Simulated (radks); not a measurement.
Q: Species: S4+. Configuration: [Ne] 3s2. Calculated with a radial shooting solver on a logarithmic mesh with Libxc functionals: Dirac Kohn-Sham, PBE, spin-unpolarised, spherical densities, finite nucleus; Fermi nuclear charge, rms radius 3.2611 fm. Some entries of the table are withheld. Estimate them.

orbital,occ.,eigenvalue (Ry),r(max) (bohr)
1s1/2,2,-181.3781,0.06329
2s1/2,2,(1),0.3875
2p1/2,2,-15.95018,0.3236
2p3/2,4,-15.85628,0.3253
3s1/2,2,(2),(3)
3p1/2,0,-3.93588,1.387
3p3/2,0,-3.92465,1.391
3d3/2,0,-2.67131,(4)
3d5/2,0,-2.67056,(5)
4s1/2,0,(6),3.039

A: 
(1) 2s1/2 eigenvalue (Ry): -19.92580
(2) 3s1/2 eigenvalue (Ry): -4.84529
(3) 3s1/2 r(max) (bohr): 1.309
(4) 3d3/2 r(max) (bohr): 1.479
(5) 3d5/2 r(max) (bohr): 1.479
(6) 4s1/2 eigenvalue (Ry): -2.01133
